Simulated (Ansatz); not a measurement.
Job for Ansatz (a program for electronic structure): R-PBE0/def2-TZVPP on CCl+, 2S+1 = 1, a spin state set in the input, which need not be the lowest, a point of a bond scan (R = 1.541 Å). Charge +1.

Ansatz 0.2 input:
```yaml
crystal:
  periodic: [false, false, false]
  atoms:
    - {symbol: C, position_ang: [0.00000000, 0.00000000, 0.00000000]}
    - {symbol: Cl, position_ang: [0.00000000, 0.00000000, 1.54110000]}
basis:
  gaussian:
    orbitals: def2-TZVPP
    pivot_positions_ang: [[0.00000000, 0.00000000, 0.00000000], [0.00000000, 0.00000000, 1.54110000]]
hamiltonian:
  xc: {name: PBE0}
total_charge: 1
output: {forces: true, orbitals: {seedname: ./end}}
```

The head of its log:

```
WARN ansatz: RAYON_NUM_THREADS=2 ignored (pool sized by the plan → 2); use --threads N
Functional definition: PBE0
integrals: 0.01 GiB planned
505 factors; their error is unknown
mean field: 0.15 GiB planned
mean field evaluation 1: about -13540.0893 eV, gradient 2.4e1 eV
mean field evaluation 2: about -13539.8202 eV, gradient 2.5e1 eV
```

**Question.** What total energy does the run end on?

**Answer.** -497.6316 hartree.
